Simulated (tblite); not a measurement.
C₆H₅FSi.
Atom-mapped SMILES: `[CH:1]#[C:2][C:3]1=[C:4]([F:5])[CH:6]=[CH:7][SiH2:8]1` (hydrogens: H9 on C1; H10 on C6; H11 on C7; H12, H13 on Si8)

Computed with GFN2-xTB (tblite), gas phase: L-BFGS steps from a force-field or distance-geometry start until the largest atomic force falls under 0.01 eV/Å.

Step 0: E = -591.2042 eV
```
atom  x, y, z in Å  |  force x, y, z in eV/Å
C1      3.2028    0.0518    0.1149   -0.690   0.051  -0.045
C2      1.9902    0.0868    0.0525    1.195   0.283   0.049
C3      0.5963    0.1206    0.0010    0.473   0.497  -0.145
C4     -0.1832    1.2049   -0.2501   -0.055  -0.938   0.270
F5      0.3076    2.4282   -0.4537   -0.032   0.337  -0.102
C6     -1.6223    0.9767   -0.2590   -0.093  -0.161   0.031
C7     -1.9917   -0.2921   -0.0282    0.091  -0.379   0.093
Si8    -0.4689   -1.3877    0.2537   -0.710  -0.572   0.093
H9      4.2634    0.0363    0.1625   -0.504  -0.036  -0.024
H10    -2.3034    1.7951   -0.4383    0.075   0.061  -0.027
H11    -2.9982   -0.6920    0.0104    0.085   0.539  -0.097
H12    -0.4472   -1.9270    1.6370    0.092   0.111  -0.402
H13    -0.3497   -2.4012   -0.8206    0.074   0.206   0.305
```

Problem. Estimate the geometry and energy of step 1. (The exact step hangs on the optimiser's Hessian estimate; all steps are aligned on step 0, rigid shifts and turns removed.)

Solution. E = -591.2258 eV, largest force 2.268 eV/Å
```
atom  x, y, z in Å  |  force x, y, z in eV/Å
C1      3.1929    0.0525    0.1142    2.265  -0.036   0.105
C2      2.0073    0.0909    0.0532   -2.009   0.387  -0.118
C3      0.6030    0.1277   -0.0011    0.632  -0.276   0.026
C4     -0.1840    1.1915   -0.2462    0.001   0.044   0.067
F5      0.3071    2.4330   -0.4551   -0.220  -0.103  -0.024
C6     -1.6236    0.9744   -0.2586   -0.072  -0.329   0.069
C7     -1.9904   -0.2975   -0.0268    0.078  -0.102   0.039
Si8    -0.4791   -1.3958    0.2551   -0.320  -0.144   0.013
H9      4.2562    0.0358    0.1622   -0.564  -0.038  -0.025
H10    -2.3023    1.7960   -0.4387    0.108   0.009  -0.016
H11    -2.9970   -0.6843    0.0090   -0.056   0.437  -0.083
H12    -0.4459   -1.9254    1.6312    0.084   0.048  -0.258
H13    -0.3486   -2.3982   -0.8162    0.074   0.104   0.204
```

The energy changes by -0.0216 eV. The first-order estimate −F·Δx gives -0.0786 eV and the mean of the old and new forces, exact on a quadratic surface, -0.0207 eV. The step makes an angle of 0° with the force vector and moves no atom by more than 0.018 Å.

The cost below is that of the whole relaxation. Time: 0.36 s of wall time. Hardware: Arm Neoverse N1, one thread, on a shared host.
